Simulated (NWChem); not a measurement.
System: InH, singlet; SMILES [InH]

Results from NWChem. Low-valent species are run as closed-shell singlets; no triplet was tried in these runs. Coordinates come from a PBE0-D3(BJ)/def2-TZVP optimisation. def2 effective core potentials on In; no spin-orbit coupling. Level PBE/def2-SVP: energy and gradient; each run changes one setting, and changes count from the defaults (medium grid, exact Coulomb integrals, symmetry on).

### Question
Which setting moves the energy most, and by about how much (Becke weights; coarse grid; tight SCF thresholds and tolerances; defaults; extra-fine grid)?

### Answer
coarse grid, by about 70 μHa.
```tsv
setting	size of the energy change (μHa)	largest change of a gradient component (μHa/bohr)
defaults	< 10	< 30
coarse grid	70	2000
Becke weights	10	100
extra-fine grid	10	100
tight SCF thresholds and tolerances	< 10	< 30
```
